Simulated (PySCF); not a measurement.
(E)-2-chloro-1-fluoroprop-1-ene (C3H4ClF), SMILES C/C(Cl)=C\F.

Geometry: PBE0-D3(BJ)/def2-SVP.

Computed with PBE0-D3(BJ)/def2-SVP run with PySCF.

Frequencies are harmonic and unscaled.

### Question
Give all harmonic wavenumbers and intensities. (Estimate from the structure and the level; the computed values follow.)

### Answer

```tsv
mode	ν (cm⁻¹)	IR (km/mol)	Raman (Å⁴/amu)	depolarisation	moving atoms (share of kinetic energy)
1	182	0.1	0.0	–	H 97 %
2	244	5.1	0.4	0.71	C 41 %, F 34 %, H 15 %, Cl 10 %
3	287	1.8	0.9	0.75	C 54 %, F 26 %, H 11 %, Cl 9 %
4	324	2.1	3.6	0.71	C 47 %, H 22 %, Cl 21 %, F 10 %
5	435	12.6	4.3	0.75	C 61 %, H 37 %
6	480	2.9	4.9	0.31	Cl 45 %, F 35 %, C 16 %
7	777	15.3	4.7	0.22	C 65 %, H 22 %, Cl 8 %
8	857	16.6	4.6	0.75	H 67 %, C 32 %
9	993	5.3	5.4	0.32	H 49 %, C 48 %
10	1048	0.1	0.3	0.75	H 68 %, C 32 %
11	1132	116.6	1.0	0.50	C 64 %, H 29 %
12	1209	112.6	1.8	0.41	C 44 %, F 30 %, H 26 %
13	1331	0.9	4.4	0.70	H 79 %, C 20 %
14	1404	10.3	11.2	0.43	H 61 %, C 38 %
15	1446	14.0	12.5	0.75	H 97 %
16	1451	1.9	19.1	0.69	H 95 %
17	1781	20.4	33.6	0.18	C 94 %
18	3061	9.2	164.0	0.02	H 97 %
19	3147	3.8	87.8	0.75	H 91 %, C 9 %
20	3186	1.3	69.1	0.74	H 91 %, C 9 %
21	3247	2.8	74.4	0.27	H 91 %, C 9 %
```
